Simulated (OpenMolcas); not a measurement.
Ti2+ (d2) in a complex was computed by SS-CASPT2, IPEA 0.25 Eh, imaginary shift 0.1 Eh with the d shell active (OpenMolcas, ANO-RCC-VDZP on the metal). Its lowest spin-free states, and all those of the highest spin:

```
2S+1  Degeneracy  E (cm-1)
   3           1         0
   3           3      1920
   3           3      4830
   1           2      8120
   1           3      9860
   3           3     12300
   1           1     14070
   1           3     15070
   1           2     16450
   1           3     17160
   1           1     31420
```

**Question.** Is the site octahedral, tetrahedral or cube-like, axial, or of lower symmetry?

**Answer.** The states with 2S+1 = 3 have orbital degeneracies 1, 3, 3, 3. Threefold states need a cubic site. For d2 at this spin an octahedron puts the threefold T1 below the threefold T2 and a tetrahedron or cube puts the single A2 below the threefold T2, so the site is a tetrahedron or a cube, which this pattern cannot tell apart. The first gap at this spin, 1920 cm-1, is |10Dq| in ligand-field theory. The run had Ti2+ with 4 ligands (chloride) in tetrahedral coordination (Td) at 2.49 Å. A charge of +0.5 e stands 2.8 Å behind each ligand. Ligand basis ANO-RCC-VDZP.

Roots that are degenerate in the reference are averaged as groups; the widest CASPT2 spread within a group is 260 cm-1 (the 3-fold group of multiplicity 1 near 15100 cm-1 above the lowest state of its run). Shifts and gaps below about the spread of the groups concerned are not significant. Over all roots computed the reference weight is 0.73 to 0.75; a low but even weight reflects the number of correlated electrons. Ligand-to-metal charge-transfer states are missing. These CASPT2 states fit no ligand-field parameters well, so their order and spin gaps are uncertain. With no ligand orbital active B as a rule stays too high, so bands that hang on it stand too high and its fall with covalency is understated. With one d shell and no ligand orbital active, 10Dq can be off by tens of per cent for divalent 3d ions, low with halides held by bare charges and at times high in hosts. Free-ion shares, where given, are those of the reference states; single-state CASPT2 does not remix them. No measured value stands beside these numbers; the geometry is a model, was not optimised and need not be the one that this ion takes.
